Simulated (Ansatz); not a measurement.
Cd4H14S4, 22 atoms. Hardware: 2 threads of AMD EPYC 7R13 on a shared host and a share (18 GiB) of an NVIDIA H100 80GB HBM3.

In the def2 sets Cd takes a core potential; there is no spin–orbit coupling.

**Question.** How many basis functions does each of these Ansatz runs have, and roughly what does it cost? PBE-D4/def2-TZVP, charge 0 triplet at the geometry of the charge 0 singlet, energy, from earlier orbitals; PBE0-D4/def2-TZVP, charge 0 singlet, energy and forces, from earlier orbitals; PBE with 50 % exact exchange/def2-SVP, charge 0 singlet, energy, from earlier orbitals; PBE with 5 % exact exchange/def2-SVP, charge 0 singlet, energy, from earlier orbitals; PBE with 35 % exact exchange/def2-SVP, charge 0 singlet, energy, from earlier orbitals; PBE-D4/def2-SVP, charge 0 singlet, relaxation, 61 steps; PBE with 15 % exact exchange/def2-SVP, charge 0 singlet, energy, from earlier orbitals; PBE-D4/def2-SVP, charge 0 singlet, energy, from earlier orbitals; PBE0-D4/def2-TZVP, charge 1 doublet at the geometry of the charge 0 singlet, energy; PBE-D4/def2-TZVP, charge 0 singlet, energy, from earlier orbitals; PBE-D4/def2-TZVP, charge 1 doublet at the geometry of the charge 0 singlet, energy, from earlier orbitals; PBE0-D4/def2-SVP, charge 0 singlet, energy, from earlier orbitals.

**Answer.** Other jobs shared the machine, so times can vary by a factor of up to 3.

| run | functions | fitting or Cholesky vectors | wall time | peak host memory (GiB) |
| --- | --- | --- | --- | --- |
| PBE with 5 % exact exchange/def2-SVP, charge 0 singlet, energy, from earlier orbitals | 266 | 2687 | 4.1 s | 0.92 |
| PBE with 15 % exact exchange/def2-SVP, charge 0 singlet, energy, from earlier orbitals | 266 | 2687 | 4.7 s | 0.92 |
| PBE-D4/def2-TZVP, charge 0 singlet, energy, from earlier orbitals | 392 | 3136 | 5.5 s | 0.95 |
| PBE-D4/def2-SVP, charge 0 singlet, energy, from earlier orbitals | 266 | 2864 | 5.5 s | 0.92 |
| PBE with 35 % exact exchange/def2-SVP, charge 0 singlet, energy, from earlier orbitals | 266 | 2687 | 5.5 s | 0.92 |
| PBE0-D4/def2-SVP, charge 0 singlet, energy, from earlier orbitals | 266 | 2687 | 6.5 s | 0.93 |
| PBE with 50 % exact exchange/def2-SVP, charge 0 singlet, energy, from earlier orbitals | 266 | 2687 | 6.5 s | 0.92 |
| PBE-D4/def2-TZVP, charge 1 doublet at the geometry of the charge 0 singlet, energy, from earlier orbitals | 392 | 3136 | 8.5 s | 1.1 |
| PBE0-D4/def2-TZVP, charge 0 singlet, energy and forces, from earlier orbitals | 392 | 3380 | 10 s | 1.4 |
| PBE-D4/def2-TZVP, charge 0 triplet at the geometry of the charge 0 singlet, energy, from earlier orbitals | 392 | 3136 | 20 s | 1.1 |
| PBE0-D4/def2-TZVP, charge 1 doublet at the geometry of the charge 0 singlet, energy | 392 | 3380 | 24 s | 1.3 |
| PBE-D4/def2-SVP, charge 0 singlet, relaxation, 61 steps | 266 | 2864 | 3.6 min | 0.93 |
